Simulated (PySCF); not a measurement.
# Dipole response of Ir³⁺ (iridium, charge +3)

[Xe] 4f14 5d6, high-spin 5D determinant. All numbers are calculated (PySCF 2.14, a scalar-relativistic core potential, in aug-cc-pwCVTZ-PP with ECP60MDF (8s8p7d4f3g, 122 functions)). Coupled (time-dependent) response in atomic units; α is the mean over directions.

```json
{"method": "HSE06", "mean α (bohr³)": "6.721", "α xx, yy, zz": "6.891, 6.891, 6.379", "C₆ (like pair)": "37.31", "S(−4)": "9.253"}
```

S(−4) is the Cauchy moment in α(ω) = α(0) + S(−4) ω² + …

Spin-orbit coupling is absent.

α(iu) at HSE06:

```json
{"u (hartree)": "0", "α(iu) (bohr³)": "6.721"}
{"u (hartree)": "0.0500", "α(iu) (bohr³)": "6.698"}
{"u (hartree)": "0.100", "α(iu) (bohr³)": "6.630"}
{"u (hartree)": "0.200", "α(iu) (bohr³)": "6.383"}
{"u (hartree)": "0.300", "α(iu) (bohr³)": "6.033"}
{"u (hartree)": "0.500", "α(iu) (bohr³)": "5.236"}
{"u (hartree)": "0.750", "α(iu) (bohr³)": "4.319"}
{"u (hartree)": "1.00", "α(iu) (bohr³)": "3.577"}
{"u (hartree)": "1.50", "α(iu) (bohr³)": "2.522"}
{"u (hartree)": "2.00", "α(iu) (bohr³)": "1.845"}
{"u (hartree)": "3.00", "α(iu) (bohr³)": "1.084"}
{"u (hartree)": "5.00", "α(iu) (bohr³)": "0.4844"}
```

A single London oscillator, α(iu) = α/(1 + u²/ω²), gives C₆ = (3/4) ω α². Matching the computed C₆ needs ω = 4 × 37.31 / (3 × 6.721²) = 1.10 hartree.

For an ion, C₆ is the dispersion term alone; charge-induced terms of lower order in 1/R come first.

The components differ because the open shell of this determinant is not spherical; for a pure term their mean is the scalar polarisability.

Energies and moments cover only the electrons outside the core potential. Spin-orbit coupling, absent here, splits the open shell strongly.
